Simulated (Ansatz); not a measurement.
Abridged output of a molecular run in Ansatz:

```
Functional definition: HF
873 factors; integrals over basis functions are off by at most 1.1e-3 eV
mean field evaluation 1: about -5309.6692 eV, gradient 3.8e1 eV
mean field evaluation 2: about -5309.6721 eV, gradient 3.8e1 eV
mean field evaluation 4: about -5312.8770 eV, gradient 3.6e0 eV
mean field evaluation 8: about -5312.9181 eV, gradient 6.2e-4 eV
mean field -5312.91814478 eV, -195.2461405954 hartree, gradient 3.0e-6 eV, S^2 0.000000; 0 other end points of the search recorded, 0 dependent functions left out
4 core orbitals not correlated: weight in the atoms' cores, before any rotation towards them, 1.000 or more for the frozen orbitals, at most 0.000 for the correlated occupied ones
reference -5312.91814478 eV, -195.2461405954 hartree; 12, 12 occupied and 70, 70 virtual orbitals, 873 factors
second order -15.98640045 eV of doubles, -0.00000000 eV of singles
cycle   1  -16.58740803 eV  change   -6.0e-1 eV  update   8.9e-2
cycle   2  -16.98329840 eV  change   -4.0e-1 eV  update   2.6e-2
cycle   3  -17.08825954 eV  change   -1.0e-1 eV  update   1.5e-2
cycle   4  -17.08484564 eV  change    3.4e-3 eV  update   4.5e-3
cycle   5  -17.08310000 eV  change    1.7e-3 eV  update   2.2e-3
cycle   6  -17.08341872 eV  change   -3.2e-4 eV  update   8.1e-4
cycle   7  -17.08305841 eV  change    3.6e-4 eV  update   3.2e-4
cycle   8  -17.08295281 eV  change    1.1e-4 eV  update   1.2e-4
cycle   9  -17.08299279 eV  change   -4.0e-5 eV  update   5.2e-5
cycle  10  -17.08298816 eV  change    4.6e-6 eV  update   1.8e-5
perturbative correction -0.44467776 eV, -0.0163416064 hartree
Total energy: -5330.44581071 eV, -195.8902704375 hartree
```

Its atoms:

Cartesian coordinates in Å:
```
N -0.162 1.458 -0.565
C 0.614 0.556 0.317
B 0.093 -0.899 0.060
O -0.735 -1.480 0.965
H -1.152 1.385 -0.362
H -0.042 1.196 -1.537
H 0.473 0.886 1.350
H 1.674 0.689 0.083
H 0.321 -1.464 -0.983
H -1.083 -2.326 0.674
```

Question: Which basis set was used?
A. cc-pV(T+d)Z
B. cc-pV(Q+d)Z
C. def2-SVP
D. def2-QZVPP

Answer: C. It gives 86 functions.

Question: Write the keys of the input that set method, charge and spin (a neutral closed shell needs none for the last two).

Answer: 
```yaml
correlation: {method: ccsd_t}
```
